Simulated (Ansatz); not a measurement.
Isolated molecules relaxed with PBE0-D4/def2-TZVP in Ansatz; ΔE leaves out vibrations. CBS: MP2 limit from def2 TZ/QZ plus the TZ coupled-cluster correction, frozen cores. Functionals use def2-TZVPP. B3LYP here is the variant with VWN-RPA as its local correlation; programs differ in this. For Ge outer-core shells are correlated without core-valence functions, which leaves a few kJ/mol of doubt a bond. Scalar relativity is left out up to krypton. Each species was taken in one conformer, which may not be the lowest.

Reaction (redistribution): `[SiH3][GeH2][SiH2][GeH2][SiH2][GeH3]` + `[SiH3][SiH2][GeH2][GeH2][SiH2][SiH3]` → `[SiH3][SiH2][GeH2][GeH2][GeH2][SiH3]` + `[SiH3][SiH2][SiH2][GeH2][SiH2][GeH3]`

**Question.** Is it downhill or uphill in electronic energy at CCSD(T)/CBS, and by how much? (An estimate is asked.)

**Answer.** Computed: Nearly level: ΔE = +1.3 kJ/mol.

**Question.** What do these levels give: revPBE-D4, r2SCANh-D4, CAM-B3LYP-D4, PBE-QIDH, B3LYP, r2SCAN0, RPA@PBE/def2-TZVPP, MP2/def2-SVP, CCSD/def2-SVP, CCSD(T)/def2-SVP, CCSD(T)/def2-TZVPP, SCS-MP2/def2-QZVPP? (Best estimate.)

**Answer.** Ansatz gave: revPBE-D4 0.2, r2SCANh-D4 0.8, CAM-B3LYP-D4 0.3, PBE-QIDH 0.3, B3LYP -0.6, r2SCAN0 0.6, RPA@PBE/def2-TZVPP 0.3, MP2/def2-SVP 0.1, CCSD/def2-SVP -0.4, CCSD(T)/def2-SVP -0.3, CCSD(T)/def2-TZVPP 0.3, SCS-MP2/def2-QZVPP 0.7 kJ/mol.

Largest T1 diagnostic among the species: 0.013.

Leaving LDA and LC-ωPBE aside and taking each functional with its dispersion term where it has one, the values, not all of them listed here, spread over 1.6 kJ/mol, from B2PLYP to ωB97M-V.
